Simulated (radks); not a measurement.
Problem. The mean radii <r> (bohr) of the occupied orbitals of an atom or ion are listed with their occupations. Calculated with a radial shooting solver on a logarithmic mesh with Libxc functionals: Dirac Kohn-Sham, PBE, spin-unpolarised, spherical densities, point nucleus.

orbital     occ.      <r>
1s1/2          2  0.02037
2s1/2          2  0.08588
2p1/2          2  0.07147
2p3/2          4  0.07875
3s1/2          2   0.2249
3p1/2          2   0.2146
3p3/2          4   0.2283
3d3/2          4   0.2012
3d5/2          6   0.2055
4s1/2          2   0.5081
4p1/2          2   0.5172
4p3/2          4   0.5487
4d3/2          4   0.5775
4d5/2          6   0.5887
5s1/2          2    1.253
5p1/2          2    1.412
5p3/2          4    1.520
4f5/2    5.14286   0.8103
4f7/2    6.85714   0.8295

Name the element and its charge. Open shells, if any, are shared by 2j + 1.

Solution. Z = 68, erbium, charge +2: Er2+ in [Xe] 4f12. The 1s radius gives Z: for a bare nucleus <r> = (2 gamma + 1)/(2Z) with gamma = sqrt(1 - (Z/c)^2), 0.02012 bohr for Z = 68, and screening makes it slightly larger (0.02037 here). The occupations add up to 66, and the charge is Z minus that.
